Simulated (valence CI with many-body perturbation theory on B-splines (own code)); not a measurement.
Xe V: electric-dipole lines

Calculated by valence CI with perturbative core correlation (CI+MBPT): four valence electrons over a frozen Dirac-Fock core [Kr] 4d10, a basis of 11 s, 11 p, 10 d, 8 f, 5 g, 2 h functions for each j, with the one-electron correlation potential Σ1 (screened to all orders), the two-electron term Σ2, the three-electron term Σ3, Breit, model QED; selected single and double excitations, second order for the rest, scaled by the run's own slope (own B-spline code, finite nucleus).

Set against measurement, 46 paired levels are off by 473 cm⁻¹ on average, the worst by 2120. These come from a selection out of Saloman, J. Phys. Chem. Ref. Data 33, 765 (2004). Levels without a partner in it may be off by more. Among the levels kept, up to 540 cm⁻¹ of a level comes from second order outside the variational space, and about a tenth of that is noise between levels of different J, which matters for small intervals. 6 measured levels below the end of the list, from 169673 cm⁻¹ on, found no clear computed partner, and computed levels of the same name lie up to 2887 cm⁻¹ from them.

Lines 101 to 150 of 507 in falling wavelength, among levels below 318930 cm⁻¹, chosen from the strongest by gf and those to the six lowest levels. Wavelengths and rates use the calculated energies, so an error of 500 cm⁻¹ moves a line at 166.9 nm by 0.83 % and its rate by three times that or more. Electric multipoles are in the length gauge, E1 and E2 with the static RPA response of the core. Weak lines are less certain than strong ones. Lines between different terms over intervals too small for the method are left out, as are lines whose strength nearly cancels. Where a level lies close to another of its J and parity, the split of strength between their lines is uncertain. The highest levels of a list are the least certain.

Names give the largest LS component (configuration and term), which can be under half, so a name can repeat, a term be missing and a line seem to break the LS rules; names also repeat where a configuration has a term twice. Letters in brackets count levels of one name in rising energy.

| λ vac (nm) | λ from measured levels | Upper | Lower | A (s⁻¹) | S (a.u.) |
| --- | --- | --- | --- | --- | --- |
| 189.5 |  | 5s2.5p.6d 3D°_1 | 5s2.5p.6p 3P_1 [a] | 1.15e+08 | 1.16e+00 |
| 188.2 |  | 5s2.5p.6d 3P°_0 | 5s2.5p.6p 3S_1 | 9.13e+08 | 3.00e+00 |
| 187.5 |  | 4f.5s.5p2 3F°_3 | 5s2.5p.6p 1D_2 | 9.22e+07 | 2.10e+00 |
| 185.7 |  | 5s2.5p.6d 3D°_1 | 5s2.5p.6p 3P_0 | 6.52e+08 | 6.18e+00 |
| 185.4 |  | 5s2.5p.6d 1D°_2 | 5s2.5p.6p 3P_2 | 2.87e+08 | 4.51e+00 |
| 185.0 |  | 5s2.5p.6d 3F°_4 [b] | 5s2.5p.6p 3D_3 | 4.00e+08 | 1.13e+01 |
| 184.7 |  | 5s2.5p.6d 3P°_2 [b] | 5p4 1D_2 | 8.98e+07 | 1.40e+00 |
| 183.0 |  | 5s2.5p.6d 3D°_3 | 5s2.5p.6p 3P_2 | 6.68e+08 | 1.42e+01 |
| 183.0 |  | 4f.5s.5p2 5D°_2 [b] | 5s2.5p.6p 3P_1 [a] | 1.61e+08 | 2.43e+00 |
| 181.2 |  | 4f.5s.5p2 3G°_3 [b] | 5s2.5p.6p 3D_3 | 4.59e+07 | 9.44e-01 |
| 180.6 |  | 5s2.5p.6d 1D°_2 | 5s2.5p.6p 3P_1 [b] | 7.49e+08 | 1.09e+01 |
| 180.4 |  | 5s2.5p.6d 1P°_1 | 5s2.5p.6p 3S_1 | 4.45e+08 | 3.87e+00 |
| 177.3 |  | 5s2.5p.6d 3P°_2 [b] | 5s2.5p.6p 3P_2 | 3.59e+08 | 4.94e+00 |
| 176.4 |  | 5s2.5p.6d 3P°_1 | 5s2.5p.6p 3P_2 | 2.18e+08 | 1.77e+00 |
| 175.1 |  | 5s2.5p.6d 3F°_2 | 5s2.5p.6p 3D_1 | 1.17e+09 | 1.56e+01 |
| 174.6 |  | 5s2.5p.6d 1D°_2 | 5p4 3P_1 | 8.40e+07 | 1.10e+00 |
| 174.2 |  | 5s2.5p.7s 3P°_2 | 5s2.5p.6p 1D_2 | 7.40e+07 | 9.67e-01 |
| 172.8 |  | 5s2.5p.6d 1F°_3 | 5s2.5p.6p 3P_2 | 1.63e+08 | 2.91e+00 |
| 172.4 |  | 5s2.5p.7s 1P°_1 | 5s2.5p.6p 1D_2 | 6.93e+08 | 5.26e+00 |
| 172.0 |  | 5s2.5p.6d 3P°_1 | 5s2.5p.6p 3P_1 [b] | 5.05e+08 | 3.81e+00 |
| 172.0 |  | 5s2.5p.6p 1D_2 | 5s2.5p.5d 1F°_3 | 4.74e+08 | 5.96e+00 |
| 169.7 |  | 5s2.5p.6d 3P°_0 | 5s2.5p.6p 3P_1 [b] | 3.94e+08 | 9.50e-01 |
| 169.0 |  | 5s2.5p.6d 3D°_1 | 5s2.5p.6p 3D_1 | 3.92e+08 | 2.80e+00 |
| 167.7 |  | 5s2.5p.7s 3P°_2 | 5s2.5p.6p 3S_1 | 2.87e+08 | 3.34e+00 |
| 167.2 |  | 5s2.5p.7s 3P°_1 | 5s2.5p.6p 3D_2 | 8.64e+08 | 5.97e+00 |
| 167.0 |  | 4f.5s.5p2 3F°_3 | 5s2.5p.6p 3P_2 | 9.63e+07 | 1.55e+00 |
| 166.9 | 164.1 | 5s2.5p.6p 3P_0 | 5s2.5p.5d 3D°_1 | 4.95e+08 | 1.14e+00 |
| 166.1 |  | 5s2.5p.7s 1P°_1 | 5s2.5p.6p 3S_1 | 1.72e+08 | 1.16e+00 |
| 165.9 |  | 5s2.5p.7s 3P°_0 | 5s2.5p.6p 3P_1 [a] | 1.28e+09 | 2.88e+00 |
| 165.5 |  | 4f.5s.5p2 3F°_4 [b] | 5s2.5p.6p 3D_3 | 5.91e+07 | 1.19e+00 |
| 165.1 |  | 5s2.5p.7s 3P°_1 | 5s2.5p.6p 3P_1 [a] | 1.34e+08 | 8.90e-01 |
| 163.4 |  | 5s2.5p.6d 1P°_1 | 5s2.5p.6p 3P_1 [b] | 2.46e+08 | 1.59e+00 |
| 162.3 |  | 5s2.5p.7s 3P°_1 | 5s2.5p.6p 3P_0 | 2.19e+08 | 1.39e+00 |
| 161.3 |  | 5s2.5p.7s 3P°_2 | 5s2.5p.6p 3D_3 | 9.03e+08 | 9.36e+00 |
| 158.5 | 157.6 | 5s2.5p.6p 3P_1 [a] | 5s2.5p.5d 3P°_2 [a] | 5.48e+08 | 3.23e+00 |
| 157.7 |  | 5s2.5p.6p 3P_1 [b] | 5s2.5p.5d 3D°_2 | 3.24e+08 | 1.88e+00 |
| 157.0 |  | 5s2.5p.6p 3P_2 | 5s2.5p.5d 3D°_3 | 3.35e+08 | 3.20e+00 |
| 156.3 |  | 5s2.5p.7s 3P°_2 | 5s2.5p.6p 3P_2 | 3.93e+08 | 3.71e+00 |
| 155.2 |  | 5s2.5p.6p 3S_1 | 5s2.5p.5d 3P°_2 [b] | 3.50e+08 | 1.94e+00 |
| 154.9 |  | 5s2.5p.7s 1P°_1 | 5s2.5p.6p 3P_2 | 1.98e+08 | 1.09e+00 |
| 154.2 |  | 5s2.5p.6p 3P_2 | 5s2.5p.5d 3D°_2 | 1.71e+08 | 1.54e+00 |
| 152.9 |  | 5s2.5p.7s 3P°_2 | 5s2.5p.6p 3P_1 [b] | 8.88e+07 | 7.83e-01 |
| 152.3 | 156.2 | 5s2.5p.6p 3D_3 | 5s2.5p.5d 3D°_3 | 1.54e+08 | 1.88e+00 |
| 151.5 |  | 5s2.5p.7s 1P°_1 | 5s2.5p.6p 3P_1 [b] | 3.09e+08 | 1.59e+00 |
| 151.1 |  | 5s2.5p.6p 3S_1 | 5s2.5p.5d 3P°_1 | 3.00e+08 | 1.53e+00 |
| 150.0 |  | 5s2.5p.7s 3P°_0 | 5s2.5p.6p 3D_1 | 5.58e+08 | 9.29e-01 |
| 150.0 |  | 5s2.5p.6p 1D_2 | 5s2.5p.5d 3P°_2 [b] | 1.05e+08 | 8.73e-01 |
| 149.4 |  | 5s2.5p.7s 3P°_1 | 5s2.5p.6p 3D_1 | 3.57e+08 | 1.76e+00 |
| 148.9 |  | 4f.5s.5p2 3D°_1 [a] | 5s2.5p.6p 3D_1 | 1.59e+08 | 7.78e-01 |
| 139.7 | 139.7 | 5s2.5p.6p 3D_1 | 5s2.5p.5d 3F°_2 | 6.32e+08 | 2.55e+00 |
